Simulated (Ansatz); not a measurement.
```yaml
crystal:
  periodic: [false, false, false]
  atoms:
    - {symbol: F, position_ang: [-2.552931, 0.989605, -2.478544]}
    - {symbol: Nb, position_ang: [0.013688, -0.021078, -0.015001]}
    - {symbol: F, position_ang: [0.153195, -3.325364, -1.517531]}
    - {symbol: F, position_ang: [2.203962, 2.616213, -1.216102]}
    - {symbol: F, position_ang: [-2.317124, 0.646390, 2.689905]}
    - {symbol: F, position_ang: [2.582545, -1.032755, 2.445798]}
basis:
  gaussian: {orbitals: def2-TZVPD}
hamiltonian: {xc: {name: SPW92}, pseudopotentials: {relativity: scalar}}
output: {forces: true}
```

```sh
$ ansatz run in.yaml --threads 4 --pin off --events-out ev --progress --plain --max-ram 10444MiB
```

It prints (some lines left out):

```
Functional definition: SPW92
1303 factors; their error is unknown
mean field evaluation 1: about -14970.1026 eV, gradient 1.3e2 eV
mean field evaluation 2: about -12243.5858 eV, gradient 8.1e2 eV
mean field evaluation 4: about -13616.6819 eV, gradient 6.9e2 eV
mean field evaluation 8: about -15042.4390 eV, gradient 1.5e0 eV
mean field evaluation 16: about -15042.5246 eV, gradient 1.1e-5 eV
mean field -15042.52459397 eV, -552.8025826390 hartree, gradient 3.2e-6 eV, S^2 0.000000; 9 other end points of the search recorded, 0 dependent functions left out
reference -15042.52469581 eV, -552.8025863815 hartree; 29, 29 occupied and 211, 211 virtual orbitals, 1303 factors
Total energy: -15042.52469581 eV, -552.8025863815 hartree
Relativity: scalar
Atom 0 at    -2.552931     0.989605    -2.478544 Å, force     0.813124    -0.320191     0.780532 eV/Å
Atom 1 at     0.013688    -0.021078    -0.015001 Å, force     0.000187    -0.000061    -0.000215 eV/Å
Atom 2 at     0.153195    -3.325364    -1.517531 Å, force    -0.051328     1.215865     0.552875 eV/Å
Atom 3 at     2.203962     2.616213    -1.216102 Å, force    -0.805972    -0.970475     0.441975 eV/Å
Atom 4 at    -2.317124     0.646390     2.689905 Å, force     0.857880    -0.245670    -0.995572 eV/Å
Atom 5 at     2.582545    -1.032755     2.445798 Å, force    -0.813891     0.320531    -0.779595 eV/Å
Dipole moment:    -0.000247     0.000104     0.000299 e Å
```

**Question.** Something in this input is off. What?

**Answer.** The coordinates are in bohr but typed as ångström. The calculation finished and met its thresholds. The result belongs to that input, not to the molecule as meant.
